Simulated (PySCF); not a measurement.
A structure optimised at B3LYP-D3(BJ)/def2-SVP, used in a PySCF frequency run:

```
O
Si 1 1.6481
F 2 1.6296 1 107.98
Si 1 1.6630 2 147.01 3 49.81
H 2 1.4806 3 107.47 1 -116.48
H 4 1.4876 1 108.28 2 153.84
H 4 1.4889 6 109.63 1 -120.29
H 4 1.4927 6 109.32 7 -119.65
C 2 1.8590 5 113.87 3 119.72
H 9 1.1018 2 111.02 5 -58.70
H 9 1.1019 10 108.19 2 -121.69
H 9 1.1021 10 108.10 11 -116.90
```

Task: Write its SMILES and formula.

Result: C[Si@@H](F)O[SiH3], CH₇FOSi₂

Task: What are its rotational constants (standard atomic weights)?

Result: 5.0527, 1.7481, 1.5047 GHz
